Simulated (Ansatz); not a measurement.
Two members of one family (Series SbX3), computed with Ansatz in the gas phase; def2 core potentials for Sb, no spin–orbit coupling. The two geometries come from different levels. Binding counts from free atoms in the multiplicity of their measured ground term, without zero-point energy. The structures are stationary points that may keep the symmetry of their start.

First: SbBr3 (singlet, charge 0, r2SCAN-D4/def2-SVP geometry).

```csv
atom,x (Å),y (Å),z (Å)
Sb1,-0.661,-0.139,0.607
Br2,0.961,1.761,0.999
Br3,-1.302,0.376,-1.786
Br4,1.002,-1.998,0.179
```

```tsv
level	HOMO (eV)	LUMO (eV)	gap (eV)	binding per atom (eV)
PBE-D4/def2-SVP	-6.94	-3.00	3.94	2.28
PBE0-D4/def2-SVP	-8.07	-2.34	5.73	2.13
PBE0-D4/def2-TZVP	-8.17	-2.40	5.77	2.19
BHLYP-D4/def2-TZVP	-9.08	-1.57	7.52	2.04
ωB97X-V/def2-TZVP	-10.26	-0.47	9.78	2.17
```

Second: SbMe3 (singlet, charge 0, PBE0-D4/def2-SVP geometry).

Cartesian coordinates in Å:
```
Sb 0.490 -0.952 -0.547
C 1.246 -0.187 1.342
H 1.198 -0.973 2.109
H 0.646 0.676 1.670
H 2.294 0.122 1.225
C -1.587 -0.925 0.085
H -1.829 0.038 0.557
H -1.769 -1.738 0.804
H -2.243 -1.078 -0.786
C 0.398 1.003 -1.489
H -0.184 0.939 -2.420
H 1.414 1.345 -1.736
H -0.075 1.729 -0.813
```

Estimate the same table for the second.


```tsv
level	HOMO (eV)	LUMO (eV)	gap (eV)	binding per atom (eV)
PBE-D4/def2-SVP	-5.35	-0.15	5.21	3.70
PBE0-D4/def2-SVP	-6.37	0.62	6.99	3.65
PBE0-D4/def2-TZVP	-6.46	0.22	6.68	3.65
BHLYP-D4/def2-TZVP	-7.35	0.90	8.25	3.57
ωB97X-V/def2-TZVP	-8.63	2.01	10.64	3.66
```
